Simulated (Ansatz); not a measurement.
The same path of CH3FMg + CH4 (11 atoms, charge 0, multiplicity 1) was run 3 times with different band settings. Lost on the way: H4–C5. Made: Mg1–C5, F2–H4.

The calculation used RHF/def2-SVP (Ansatz 0.2.0).

Relaxed end points:

```xyz
11
Properties=species:S:1:pos:R:3
Mg 0.915 1.266 0.182
F 1.516 1.371 -1.465
C 0.276 1.260 2.183
H 0.051 -0.798 -2.151
C -0.631 -1.532 -1.720
H -0.624 1.868 2.323
H 1.045 1.665 2.849
H 0.041 0.250 2.536
H -0.987 -2.197 -2.506
H -0.113 -2.123 -0.963
H -1.488 -1.030 -1.269
```

```xyz
11
Properties=species:S:1:pos:R:3
Mg -0.024 0.053 0.178
F 1.378 0.800 -1.328
C 0.170 1.183 1.964
H 1.231 0.289 -2.067
C -0.729 -1.413 -1.222
H -0.544 2.015 2.003
H 1.169 1.624 2.068
H -0.005 0.580 2.863
H -1.165 -0.983 -2.136
H 0.042 -2.125 -1.550
H -1.524 -2.023 -0.775
```

Common settings: movable images 7; climbing image yes; spring 5.0 eV/Å²; start path through a guess of the saddle point; iteration limit 60; end points relaxed.

| run | optimiser | force threshold |
| --- | --- | --- |
| 1 | quadratic models (default) | 0.05 eV/Å |
| 2 | fire | 0.05 eV/Å |
| 3 | quadratic models (default) | 0.2 eV/Å |

(1) What does each run give, and how far can it be trusted?

Results:

(1) Run 1: converged after 20 iterations, highest image 2.191 eV above the first end. Neighbouring images differ by up to 1.8 eV, so the band resolves the path poorly. A vibrational analysis at the climbing image gives one clearly imaginary mode, 642i cm⁻¹, and a faint second one (13i cm⁻¹) that may be numerical noise or a soft torsion: probably a first-order saddle point.
Run 2: not converged after 60 iterations, highest image 2.217 eV above the first end. The band didn't meet its force threshold, so its energies are provisional: the largest band force was still 0.41 eV/Å, and over the last iterations the top stayed at 2.22 eV.
Run 3: converged after 7 iterations, highest image 2.194 eV above the first end. The threshold of 0.2 eV/Å is loose, so the images may lie well off the minimum-energy path. Neighbouring images differ by up to 1.4 eV, so the band resolves the path poorly. Another band between the same ends (7 images) ends at a top of the same energy, where a vibrational analysis finds 1 clearly imaginary mode.
The orbitals stay closed-shell, which can raise the energy where a bond breaks towards radicals; this wasn't checked here.
